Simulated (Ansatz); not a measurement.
Two members of one family (B2H6-nXn), computed with Ansatz in the gas phase. The two geometries come from different levels. Binding counts from free atoms in the multiplicity of their measured ground term, without zero-point energy. A dash marks a value that wasn't run or was left out as unsound. The structures are stationary points that may keep the symmetry of their start.

First: diborane 1,1-di F (singlet, charge 0, PBE-D4/def2-TZVP geometry).

Cartesian coordinates in Å:
```
B 0.8550 0.1218 0.1517
F 1.3207 1.3283 0.5036
F 1.7208 -0.8938 0.0379
H -0.2383 -0.2432 0.9574
B -0.8715 -0.1243 -0.1547
H -1.2310 -1.2211 -0.4650
H -1.5986 0.8161 -0.0386
H 0.0429 0.2161 -0.9924
```

```csv
level,HOMO (eV),LUMO (eV),gap (eV),vertical IE (eV),binding per atom (eV)
PBE-D4/def2-TZVP,-8.80,-1.22,7.58,12.50,3.95
B97M-V/def2-TZVP,-9.24,-0.90,8.33,–,3.89
B3LYP-D4/6-31G,-10.14,-0.42,9.71,–,3.71
PBE0-D4/def2-SVP,-10.25,-0.12,10.13,–,3.93
PBE0-D4/def2-TZVP,-10.33,-0.23,10.10,13.02,3.88
```

Second: diborane 1,2-di Cl (singlet, charge 0, PBE0-D4/def2-SVP geometry).

```
atom   x (Å)   y (Å)   z (Å)
  B1  -0.790   0.397   0.108
 Cl2  -2.164  -0.509   0.760
  H3  -0.907   1.554  -0.193
  H4  -0.261  -0.267  -0.922
  B5   0.790  -0.397  -0.108
 Cl6   2.164   0.509  -0.759
  H7   0.908  -1.554   0.192
  H8   0.261   0.266   0.922
```

Task: What does the change do? Estimate second minus first.

Result: 
```json
{"level": "PBE-D4/def2-TZVP", "Δ HOMO (eV)": "1.25", "Δ LUMO (eV)": "-1.04", "Δ gap (eV)": "-2.29", "Δ vertical IE (eV)": "-2.04", "Δ binding per atom (eV)": "-0.51"}
{"level": "B97M-V/def2-TZVP", "Δ HOMO (eV)": "1.25", "Δ LUMO (eV)": "-1.12", "Δ gap (eV)": "-2.37", "Δ vertical IE (eV)": "–", "Δ binding per atom (eV)": "-0.49"}
{"level": "B3LYP-D4/6-31G", "Δ HOMO (eV)": "1.44", "Δ LUMO (eV)": "-1.14", "Δ gap (eV)": "-2.58", "Δ vertical IE (eV)": "–", "Δ binding per atom (eV)": "-0.51"}
{"level": "PBE0-D4/def2-SVP", "Δ HOMO (eV)": "1.46", "Δ LUMO (eV)": "-1.01", "Δ gap (eV)": "-2.47", "Δ vertical IE (eV)": "–", "Δ binding per atom (eV)": "-0.50"}
{"level": "PBE0-D4/def2-TZVP", "Δ HOMO (eV)": "1.39", "Δ LUMO (eV)": "-1.10", "Δ gap (eV)": "-2.49", "Δ vertical IE (eV)": "-2.01", "Δ binding per atom (eV)": "-0.47"}
```
